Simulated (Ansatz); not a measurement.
Computed with Ansatz on PBE0-D4/def2-TZVP structures; ΔE is electronic, products minus reactants. CCSD(T)/CBS adds triple-zeta CCSD(T) − MP2 to the extrapolated MP2 energy (def2 sets, frozen cores). Functionals use def2-TZVPP. For Ga outer-core shells are correlated without core-valence functions, which leaves a few kJ/mol of doubt a bond. Scalar relativity is left out up to krypton. Each species was taken in one conformer, which may not be the lowest.

Consider the redistribution: `NB(O[SiH3])O[SiH3]` + `C[O][Ga]([CH3])[Cl]` → `CB(O[SiH3])O[SiH3]` + `C[O][Ga]([NH2])[Cl]`.

```tsv
level	ΔE (kcal/mol)
r2SCAN-D4	13.9
PBE0-D4	14.0
```

What does CCSD(T)/CBS give? (Best estimate.)

The calculation gave: +12.9 kcal/mol. The listed levels differ from it by 1.0, 1.1 kcal/mol.

Largest T1 diagnostic among the species: 0.013.
